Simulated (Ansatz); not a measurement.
`C=C=[CH][ZnH]` + H₂ → `C=C=C` + `[ZnH2]` at 600 K and 1 bar (hydrogenolysis of a C–Zn bond).

Calculated with Ansatz (gas phase, PBE0-D4/def2-TZVP geometries, no zero-point term in ΔE). CCSD(T)/CBS adds triple-zeta CCSD(T) − MP2 to the extrapolated MP2 energy (def2 sets, frozen cores). This one scheme is used for every species. For Zn outer-core shells are correlated without core-valence functions, which leaves a few kJ/mol of doubt a bond. Scalar relativity is left out up to krypton.

```
        species  CCSD(T)/CBS energy (Eh)  H − E (kJ/mol)  S (J/(mol·K))
`C=C=[CH][ZnH]`              -1894.86314           184.1          383.0
             H₂                 -1.17544            43.9          150.8
        `C=C=C`               -116.49399           180.1          293.9
       `[ZnH2]`              -1779.54550            52.6          230.0
```

H − E and S are ideal-gas, rigid-rotor, harmonic terms from PBE0-D4/def2-TZVP. The MP2-based limit puts H₂ 0.8 mEh under its directly extrapolated value; such offsets cancel only in part. 1 Eh = 2625.50 kJ/mol, R = 8.31446 J/(mol·K).

Question: By hand: ΔE, ΔH, ΔS and ΔG.

Answer: ΔE = (-116.49399) + (-1779.54550) − (-1894.86314) − (-1.17544) = -0.00091 Eh = -2.4 kJ/mol. Δ(H − E) = 180.1 + 52.6 − 184.1 − 43.9 = 4.7, so ΔH = 2.3 kJ/mol. ΔS = 293.9 + 230.0 − 383.0 − 150.8 = -9.9 J/(mol·K). ΔG = 2.3 − 600 × (-9.9)/1000 = 8.2 kJ/mol.

Question: By hand: the equilibrium constant, and the temperature at which ΔG would vanish if ΔH and ΔS stayed fixed.

Answer: log₁₀ K = −ΔG/(RT ln 10) = -0.7. ΔH and −TΔS have one sign here, so there is no such temperature. One of them is within its doubt of zero, so this could turn.

TΔS isn't small against ΔH here. A doubt of 5 kJ/mol in ΔE shifts log₁₀ K by 0.4 here. These are equilibria of isolated gas molecules and say nothing of rates. Largest T1 diagnostic: 0.016 (customary marks: 0.02 for closed shells, 0.045 for open ones).
